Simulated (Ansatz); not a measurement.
ClH3MgOSi (`[SiH3][O][Mg][Cl]`), 7 atoms. Total charge 0; spin multiplicity 1. Correlated methods include outer-core shells of Mg, which these sets cover unevenly. All runs use 2 threads of a server CPU on a shared host. Correlated methods freeze the cores.

(1) How many basis functions does each run have, and how long does it take in Ansatz? RKS PBE0-D4/def2-SVP energy; RKS r2SCANh-D4/def2-TZVPP energy; RKS PBE0-D4/def2-TZVP frequencies; RHF-CCSD(T)/def2-SVP energy; RHF-CCSD(T)/def2-TZVPP energy; RKS r2SCAN0-D4/def2-TZVPP energy; RKS ωB97M-V/def2-QZVPP energy; direct RPA on PBE orbitals/def2-TZVPP energy; RKS SPW92/def2-TZVPP energy; RKS PBE0-D4/def2-TZVP relaxation (8 steps); RKS ωB97M-V/def2-SVP energy; RKS PBE0-D4/def2-QZVPP energy. (Best estimate.)

Answers

(1) Ansatz gave: Other jobs shared the machine, so times are rough.

```json
{"level": "RKS SPW92/def2-TZVPP", "job": "energy", "functions": "189", "wall time": "1.9 s", "peak host memory (GiB)": "0.23"}
{"level": "RKS PBE0-D4/def2-SVP", "job": "energy", "functions": "83", "wall time": "2.2 s", "peak host memory (GiB)": "0.16"}
{"level": "RHF-CCSD(T)/def2-SVP", "job": "energy", "functions": "83", "wall time": "4.9 s", "peak host memory (GiB)": "0.25"}
{"level": "direct RPA on PBE orbitals/def2-TZVPP", "job": "energy", "functions": "189", "wall time": "8 s", "peak host memory (GiB)": "0.37"}
{"level": "RKS r2SCANh-D4/def2-TZVPP", "job": "energy", "functions": "189", "wall time": "9.5 s", "peak host memory (GiB)": "0.43"}
{"level": "RKS r2SCAN0-D4/def2-TZVPP", "job": "energy", "functions": "189", "wall time": "10 s", "peak host memory (GiB)": "0.44"}
{"level": "RKS ωB97M-V/def2-SVP", "job": "energy", "functions": "83", "wall time": "12 s", "peak host memory (GiB)": "0.26"}
{"level": "RKS PBE0-D4/def2-QZVPP", "job": "energy", "functions": "350", "wall time": "15 s", "peak host memory (GiB)": "1"}
{"level": "RKS ωB97M-V/def2-QZVPP", "job": "energy", "functions": "350", "wall time": "39 s", "peak host memory (GiB)": "1.2"}
{"level": "RKS PBE0-D4/def2-TZVP", "job": "relaxation (8 steps)", "functions": "155", "wall time": "48 s", "peak host memory (GiB)": "0.37"}
{"level": "RHF-CCSD(T)/def2-TZVPP", "job": "energy", "functions": "189", "wall time": "2.2 min", "peak host memory (GiB)": "2.1"}
{"level": "RKS PBE0-D4/def2-TZVP", "job": "frequencies", "functions": "155", "wall time": "2.6 min", "peak host memory (GiB)": "0.37"}
```
